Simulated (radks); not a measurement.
Values are calculated unless marked as measured or tabulated.
Cl III, configuration [He] 2s2 2p4 3s2 3p5 (not the ground configuration). Code: a radial shooting solver on a logarithmic mesh with Libxc functionals. Model: Dirac Kohn-Sham, SOGGA, spin-unpolarised, spherical densities, finite nucleus; open shells are shared between the two j in proportion to 2j + 1; Fermi nuclear charge, rms radius 3.3654 fm.

Normalised radial functions P(r) = r R(r) (large component), r in bohr:

```
   r/bohr * 2p1/2, o 3p1/2 (the largest magnitude, 1.56, reaches the edge; | marks zero, & curves that meet)
 0.009589                             &
  0.01209                             &
  0.01525                             o*
  0.01923                             o*
  0.02445                             |&
  0.03083                             |o*
  0.03889                             |o *
  0.04943                             | o  *
  0.06234                             | o    *
  0.07862                             |  o      *
  0.09995                             |    o       *
    0.126                             |     o          *
    0.159                             |      o             *
   0.2005                             |       o                *
   0.2548                             |       o                  *
   0.3214                             |      o                   *
   0.4053                             |   o                   *
   0.5152                            o|                  *
   0.6498                      o      |            *
   0.8195                 o           |       *
    1.042              o              |  *
    1.314             o               |*
    1.657                o            *
    2.089                    o        *
    2.656                        o    *
     3.35                           o *
    4.224                            o*
```

2p1/2: eigenvalue -272.20 eV, 0 radial nodes, <r> = 0.381 bohr, 90 % of the charge inside 0.627 bohr. 3p1/2: eigenvalue -38.103 eV, 1 radial node at r = 0.486 bohr, <r> = 1.40 bohr, 90 % of the charge inside 2.15 bohr.
